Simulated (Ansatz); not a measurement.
KPt3. Total charge 0; doublet. Geometry r2SCAN-D4/def2-SVP.

```xyz
4

K    -1.102   -1.603    0.815
Pt    0.589   -0.239   -1.493
Pt    1.319    0.442    0.835
Pt   -0.806    1.400   -0.157
```

In the def2 sets Pt takes a core potential; there is no spin–orbit coupling. HSE06 is defined as in plane-wave codes, on full-range PBE exchange. At CAM-B3LYP-D4/def2-TZVP the charge 0 doublet is spin-contaminated (final ⟨S²⟩ up to 0.83, 0.75 for a pure state). The structure comes from a short search, and lower isomers may exist.

(1) Estimate the α-spin orbital energies around the gap (eV) in Ansatz with PBE-D4/def2-SVP, PBE-D4/def2-TZVPD, PBE0-D4/def2-SVP, HSE06-D4/def2-TZVP, CAM-B3LYP-D4/def2-TZVP.

## Answers

(1) 
```tsv
orbital	PBE-D4/def2-SVP	PBE-D4/def2-TZVPD	PBE0-D4/def2-SVP	HSE06-D4/def2-TZVP	CAM-B3LYP-D4/def2-TZVP
HOMO−5	-4.13	-4.14	-5.18	-4.78	-6.39
HOMO−4	-4.13	-4.14	-5.18	-4.78	-6.39
HOMO−3	-3.90	-3.92	-4.97	-4.57	-6.18
HOMO−2	-3.90	-3.92	-4.97	-4.57	-6.18
HOMO−1	-3.73	-3.74	-4.85	-4.45	-6.09
HOMO	-3.67	-3.69	-4.55	-4.16	-5.68
LUMO	-3.04	-3.10	-2.10	-2.49	-1.23
LUMO+1	-3.04	-3.10	-2.10	-2.49	-1.23
LUMO+2	-1.75	-1.75	-1.21	-1.48	-0.75
LUMO+3	-0.30	-0.50	0.21	-0.01	0.77
LUMO+4	-0.16	-0.40	0.50	0.14	1.10
LUMO+5	0.18	-0.17	0.77	0.47	1.27
β HOMO	-3.57	-3.58	-4.65	-4.24	-5.87
β LUMO	-3.01	-3.03	-1.78	-2.15	-0.92
```
